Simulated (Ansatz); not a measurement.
F₃GeH₂N, SMILES `[NH2][Ge]([F])([F])[F]` at its PBE0-D4/def2-TZVP geometry, where that method's forces vanish. Total charge 0; spin multiplicity 1.

```csv
atom,x (Å),y (Å),z (Å)
N1,0.903,-0.257,0.711
Ge2,-0.472,0.262,-0.301
F3,-1.817,0.617,0.685
F4,-0.049,1.654,-1.188
F5,-1.054,-0.850,-1.466
H6,1.774,-0.401,0.220
H7,0.715,-1.025,1.339
```

**Question.** For each bond, give half the difference of the two atoms' forces along it (eV/Å; positive pushes the atoms apart) under PBE-D4, r2SCAN-D4, B3LYP-D4, ωB97M-V in def2-TZVPP. (Estimate.)

**Answer.** The calculation gave: 
```json
{"bond": "N1–Ge2", "length (Å)": "1.784", "PBE-D4": "-0.04", "r2SCAN-D4": "0.01", "B3LYP-D4": "0.07", "ωB97M-V": "-0.02"}
{"bond": "N1–H6", "length (Å)": "1.010", "PBE-D4": "0.17", "r2SCAN-D4": "0.02", "B3LYP-D4": "-0.05", "ωB97M-V": "-0.03"}
{"bond": "N1–H7", "length (Å)": "1.010", "PBE-D4": "0.17", "r2SCAN-D4": "0.02", "B3LYP-D4": "-0.05", "ωB97M-V": "-0.03"}
{"bond": "Ge2–F3", "length (Å)": "1.705", "PBE-D4": "0.48", "r2SCAN-D4": "0.04", "B3LYP-D4": "0.20", "ωB97M-V": "0.07"}
{"bond": "Ge2–F4", "length (Å)": "1.705", "PBE-D4": "0.48", "r2SCAN-D4": "0.04", "B3LYP-D4": "0.20", "ωB97M-V": "0.07"}
{"bond": "Ge2–F5", "length (Å)": "1.713", "PBE-D4": "0.46", "r2SCAN-D4": "0.04", "B3LYP-D4": "0.19", "ωB97M-V": "0.05"}
```

B3LYP here is the variant with VWN-RPA as its local correlation; programs differ in this.

Computed with Ansatz.
